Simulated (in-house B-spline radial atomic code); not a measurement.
Configurations of V8+, with energies counted from [Ne] 3s2 (3p1/2)2 (3p3/2)1. Method: Dirac-Hartree-Fock, average of each configuration as written, Fermi nucleus of rms radius 3.6002 fm. Calculated with a radial B-spline atomic code at the basis-set limit. Energies include first-order Breit, QED and recoil terms.

Occupations are held fixed; configurations that lie above the ionisation limit could autoionise.

```
                                            configuration  E - E(ref) (eV)  highest orbital  its <r> (bohr)
                               [Ne] 3s2 (3p1/2)1 (3p3/2)2          0.13605            3p3/2          0.8759
                      [Ne] 3s2 (3p1/2)1 (3p3/2)1 (7d3/2)1           175.88            7d3/2           7.225
                               [Ne] 3s1 (3p3/2)3 (5d3/2)1           182.82            5d3/2           3.399
[He] 2s2 (2p1/2)1 (2p3/2)4 3s2 (3p1/2)2 (3p3/2)1 (6g7/2)1           687.47            6g7/2           4.863
```

(1) Order these further configurations by energy, lowest first.
A. [Ne] 3s1 (3p1/2)2 (3p3/2)1 (6f5/2)1
B. [Ne] 3s2 (3p1/2)2 7s1
C. [Ne] 3s2 (3p1/2)1 (3p3/2)1 (5d3/2)1
D. [Ne] 3s1 (3p1/2)1 (3p3/2)2 (6g7/2)1

Answers

(1) C (150.89 eV), B (172.51 eV), A (198.41 eV), D (199.31 eV).
